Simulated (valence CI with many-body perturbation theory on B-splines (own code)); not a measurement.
# Energy levels of Sm LVII

Computed by configuration interaction combined with many-body perturbation theory (CI+MBPT): four valence electrons over a frozen Dirac-Fock core [He], a basis of 11 s, 11 p, 9 d, 7 f, 5 g, 2 h, 1 i functions for each j, with the one-electron correlation potential Σ1, the two-electron term Σ2, the three-electron term Σ3, Breit, model QED; selected CI, second order for the rest (own B-spline code, finite nucleus).

No measured spectrum was set against this ion. As an estimate, large intervals hold to a few tenths of a per cent, small ones and those within an open d or f shell to about a per cent. Among the levels kept, up to 250 cm⁻¹ of a level comes from second order outside the variational space, and about a tenth of that is noise between levels of different J, which matters for small intervals.

Levels 1 to 45 of 115, with energies above the lowest level, (2s^2 2p1/2^2) J=0. "Leading %" is the weight of the configuration and term that name the level; weights of strongly mixed levels are sums over their largest components and can fall short. In the jj column 3d3/2^4 stands for four electrons in 3d with j = 3/2. Lifetimes count E1, E2, E3, M1 and M2 decay at the calculated energies, and are blank where another channel may lead or the interval is too uncertain; long ones can be off by a factor of two.

```csv
No.,Configuration,Term,J,E (eV),Leading %,Lifetime,Leading jj
1,2s²2p²,³P,0,0.0,69,,2s^2 2p1/2^2 (100 %)
2,2s²2p²,³P,1,625.4,100,642 ps,2s^2 2p1/2 2p3/2 (100 %)
3,2s²2p²,¹D,2,642.6,64,262 ns,2s^2 2p1/2 2p3/2 (100 %)
4,2s2p³,³P°,2,853.9,47,48.3 ps,2s 2p1/2^2 2p3/2 (99 %)
5,2s2p³,³D°,1,924.9,33,396 fs,2s 2p1/2^2 2p3/2 (99 %)
6,2s²2p²,³P,2,1284.1,64,152 ps,2s^2 2p3/2^2 (99 %)
7,2s²2p²,¹S,0,1333.1,69,126 ps,2s^2 2p3/2^2 (99 %)
8,2s2p³,⁵S°,2,1457.4,49,1.79 ps,2s 2p1/2 2p3/2^2 (99 %)
9,2s2p³,³D°,3,1497.0,100,1.89 ps,2s 2p1/2 2p3/2^2 (100 %)
10,2s2p³,³P°,0,1543.3,100,495 fs,2s 2p1/2 2p3/2^2 (100 %)
11,2s2p³,³S°,1,1561.4,50,256 fs,2s 2p1/2 2p3/2^2 (99 %)
12,2s2p³,¹D°,2,1571.5,74,262 fs,2s 2p1/2 2p3/2^2 (99 %)
13,2s2p³,³P°,1,1574.9,60,395 fs,2s 2p1/2 2p3/2^2 (99 %)
14,2p⁴,³P,2,1814.6,68,276 fs,2p1/2^2 2p3/2^2 (99 %)
15,2p⁴,¹S,0,1866.9,63,236 fs,2p1/2^2 2p3/2^2 (99 %)
16,2s2p³,³P°,2,2166.6,52,524 fs,2s 2p3/2^3 (99 %)
17,2s2p³,¹P°,1,2234.9,38,201 fs,2s 2p3/2^3 (99 %)
18,2p⁴,³P,1,2451.6,100,173 fs,2p1/2 2p3/2^3 (100 %)
19,2p⁴,¹D,2,2469.2,69,182 fs,2p1/2 2p3/2^3 (100 %)
20,2p⁴,³P,0,3132.9,63,131 fs,2p3/2^4 (100 %)
21,2s²2p3s,³P°,0,6901.5,99,10.4 fs,2s^2 2p1/2 3s (99 %)
22,2s²2p3s,³P°,1,6904.6,67,8.31 fs,2s^2 2p1/2 3s (100 %)
23,2s²2p3p,³D,1,6969.9,73,742 fs,2s^2 2p1/2 3p1/2 (100 %)
24,2s²2p3p,³P,0,7006.3,68,307 fs,2s^2 2p1/2 3p1/2 (99 %)
25,2s2p²3s,⁵P,1,7104.9,42,11.0 fs,2s 2p1/2^2 3s (93 %)
26,2s2p²3s,³P,0,7137.9,69,11.4 fs,2s 2p1/2^2 3s (98 %)
27,2s²2p3p,³D,2,7173.5,53,501 fs,2s^2 2p1/2 3p3/2 (100 %)
28,2s²2p3p,³P,1,7176.8,45,165 fs,2s^2 2p1/2 3p3/2 (94 %)
29,2s2p²3p,³P°,1,7181.5,32,3.08 fs,2s 2p1/2^2 3p1/2 (97 %)
30,2s2p²3p,³P°,0,7182.5,49,277 fs,2s 2p1/2^2 3p1/2 (99 %)
31,2s²2p3d,³F°,2,7227.1,74,7.84 fs,2s^2 2p1/2 3d3/2 (100 %)
32,2s²2p3d,³D°,1,7251.0,50,1.09 fs,2s^2 2p1/2 3d3/2 (97 %)
33,2s²2p3d,³P°,2,7290.3,47,1.35 fs,2s^2 2p1/2 3d5/2 (98 %)
34,2s²2p3d,³F°,3,7293.8,47,1.42 fs,2s^2 2p1/2 3d5/2 (100 %)
35,2s2p²3p,³P°,2,7381.5,34,74.9 fs,2s 2p1/2^2 3p3/2 (98 %)
36,2s2p²3p,³D°,1,7386.2,33,3.66 fs,2s 2p1/2^2 3p3/2 (99 %)
37,2s2p²3d,³D,1,7434.4,44,9.38 fs,2s 2p1/2^2 3d3/2 (99 %)
38,2s2p²3d,³D,2,7439.8,30,6.91 fs,2s 2p1/2^2 3d3/2 (97 %)
39,2s2p²3d,³D,3,7495.3,36,1.43 fs,2s 2p1/2^2 3d5/2 (99 %)
40,2s2p²3d,³F,2,7511.1,30,1.49 fs,2s 2p1/2^2 3d5/2 (96 %)
41,2s²2p3s,³P°,2,7558.9,98,13.1 fs,2s^2 2p3/2 3s (98 %)
42,2s²2p3s,¹P°,1,7566.0,66,6.74 fs,2s^2 2p3/2 3s (98 %)
43,2s²2p3p,³P,1,7640.9,50,256 fs,2s^2 2p3/2 3p1/2 (97 %)
44,2s²2p3p,³D,2,7643.2,45,318 fs,2s^2 2p3/2 3p1/2 (97 %)
45,2s2p²3s,⁵P,2,7704.0,85,15.0 fs,2s 2p1/2 2p3/2 3s (98 %)
```

The ionisation energy to 2s²2p ²P°1/2 of the next ion comes out as 12265 eV (NIST: 12264 ± 5 eV (theoretical)). All 115 levels together are meant to be complete up to 8182.2 eV.
